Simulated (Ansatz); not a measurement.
Energy needed to pull apart CH5AsO (SMILES OC[AsH2]), closed shell, into free ground-state atoms, from the structure below (displaced at random from a GFN2-xTB minimum); no zero-point or spin–orbit terms; open-shell atoms are treated unrestricted, in their ground-state multiplicity.

```xyz
8
angstrom
O -1.3402 0.7536 -0.4369
C -0.1460 0.6322 0.1306
As 0.9152 -0.6330 -0.7371
H -1.9636 -0.1422 -0.3680
H -0.1938 0.4216 1.2830
H 0.3329 1.6814 0.0289
H 0.3416 -1.9622 -0.1200
H 2.0852 -0.7965 0.3472
```

Ansatz 0.2.0; basis: def2-TZVPP; cores frozen in the correlated methods. Filled d shells of the heavier atoms are correlated. The def2 sets are not built for correlating such inner shells, so the correlated values are less sure here. B3LYP uses VWN-RPA correlation.

```json
{"method": "PBE-D4", "atomization energy (kJ/mol)": "2526"}
{"method": "r2SCAN-D4", "atomization energy (kJ/mol)": "2469"}
{"method": "PBE0-D4", "atomization energy (kJ/mol)": "2457"}
{"method": "B3LYP-D4", "atomization energy (kJ/mol)": "2475"}
{"method": "HSE06-D4", "atomization energy (kJ/mol)": "?"}
{"method": "wB97M-V", "atomization energy (kJ/mol)": "2468"}
{"method": "HF", "atomization energy (kJ/mol)": "1625"}
{"method": "MP2", "atomization energy (kJ/mol)": "2403"}
{"method": "CCSD", "atomization energy (kJ/mol)": "?"}
{"method": "CCSD(T)", "atomization energy (kJ/mol)": "2397"}
```

(1) What does CCSD give? (Judge from chemistry; the value comes from the calculation.)

(2) What does HSE06-D4 give? (To be estimated.)

No T1 diagnostic of these runs exceeds 0.012.

## Answers

(1) Computed: 2355 kJ/mol, which is about 42 kJ/mol less than CCSD(T)/def2-TZVPP.

(2) Computed: 2458 kJ/mol, which is about 61 kJ/mol more than CCSD(T)/def2-TZVPP.

In triple zeta the MP2 and coupled-cluster atomization energies are still short of their basis limit by a few kcal/mol a bond, whereas those of the functionals are nearly converged, so these differences are not deviations from converged CCSD(T).

For scale, one of the runs: CCSD(T)/def2-TZVPP forces, 180 basis functions (an equivalent command: `ansatz run in.yaml --threads 4`). Time: 3.4 min of wall clock on 4 CPU threads; the host was shared. Peak host memory: 3.4 GiB.
